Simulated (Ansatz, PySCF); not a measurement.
H5P, SMILES [H][P@TB7]([H])([H])([H])[H].

The structure is a stationary point at PBE0-D3(BJ)/def2-TZVPD.

Two levels are set side by side: PBE/def2-TZVPD (Ansatz, an electronic-structure program) and EOM-CCSD/aug-cc-pVDZ (PySCF). PBE by ΔSCF, the other level by its IP root; same geometry, the bases differ. Differences are taken from unrounded values.

| quantity | EOM-CCSD | PBE | PBE minus EOM-CCSD |
|---|---|---|---|
| vertical ionisation energy (eV) | 8.51 | 8.51 | 0.01 |

Here PBE gives about what the other level gives.
